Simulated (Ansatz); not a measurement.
```yaml
crystal:
  periodic: [false, false, false]
  atoms:
    - {symbol: N, position_ang: [2.147004, -0.714242, 0.902940]}
    - {symbol: C, position_ang: [1.134189, -0.381283, 0.471960]}
    - {symbol: Si, position_ang: [-0.470318, 0.146237, -0.210794]}
    - {symbol: F, position_ang: [-1.311448, -1.116582, -0.581208]}
    - {symbol: F, position_ang: [-0.225961, 1.010417, -1.488633]}
    - {symbol: F, position_ang: [-1.231465, 0.991354, 0.859635]}
basis:
  gaussian: {orbitals: STO-3G}
hamiltonian: {xc: {name: SPW92}}
scf: {lower_state_search: off}
charge: 1
output: {forces: true}
```

```sh
$ ansatz run in.yaml --threads 4 --pin off --events-out ev --progress --plain --max-ram 10444MiB
```

Shortened log:

```
Error: YAML parse error: error: line 14 column 1: unknown field `charge`, expected one of crystal, accuracy, basis, kpoints, hamiltonian, magnetization, projection, total_charge, correlation, batch, efield, external_charges, scf, relax, neb, saddle, md, ramp, phonons, dielectric, real_time, elastic, magnetic_configurations, gw, evaluate, workflow, output, checkpoint, execution
12 | hamiltonian: {xc: {name: SPW92}}
13 | scf: {lower_state_search: off}
14 | charge: 1
15 | output: {forces: true}
```

(1) What is wrong with this run?

Answers

(1) The input holds a key that doesn't belong there. The program refused the input.
